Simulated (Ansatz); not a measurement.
```yaml
crystal:
  periodic: [false, false, false]
  atoms:
    - {symbol: N, position_ang: [-0.712427, 1.447550, -0.126547]}
    - {symbol: Ge, position_ang: [0.609109, 0.289196, 0.290328]}
    - {symbol: B, position_ang: [0.275968, -1.719857, 0.512390]}
    - {symbol: O, position_ang: [0.341481, -1.526025, -0.750802]}
    - {symbol: H, position_ang: [-0.693803, 1.950717, -0.998872]}
    - {symbol: H, position_ang: [-1.651037, 1.272381, 0.191292]}
    - {symbol: H, position_ang: [1.829794, 0.812009, -0.486895]}
    - {symbol: H, position_ang: [0.093014, -2.583072, 1.313308]}
basis:
  gaussian: {orbitals: pcseg-2}
hamiltonian: {xc: {name: CCSD(T)}, dispersion: d4}
accuracy: high
output: {forces: true}
```

```sh
$ ansatz run in.yaml --threads 2 --pin off --events-out ev --progress --plain --max-ram 4352MiB
```

Output, abridged:

```
Error: YAML parse error: error: line 14 column 19: hamiltonian.xc: no functional is named "CCSD(T)"; the names, which are not case-sensitive, are SVWN5, SPW92, PBE, PBE0, PBEsol, revPBE, revPBE0, RPBE, rPW86-PBE, HSE06, wPBEh, LC-wPBE, HISS, HF, BLYP, B3LYP, B3LYP5, BHLYP, CAM-B3LYP, r2SCAN, r2SCANh, r2SCAN0, r2SCAN50, m-r2SCAN, B97, wB97, wB97X, wB97X-V, B97M-V, wB97M-V, B2PLYP, B2GP-PLYP, PBE0-DH, PBE-QIDH
12 | basis:
13 |   gaussian: {orbitals: pcseg-2}
14 | hamiltonian: {xc: {name: CCSD(T)}, dispersion: d4}
15 | accuracy: high
16 | output: {forces: true}
```

(1) What is wrong with this run?

Answers

(1) The method's name isn't one that the program takes here. The input was rejected before any iteration.

HSE06 is defined as in plane-wave codes.
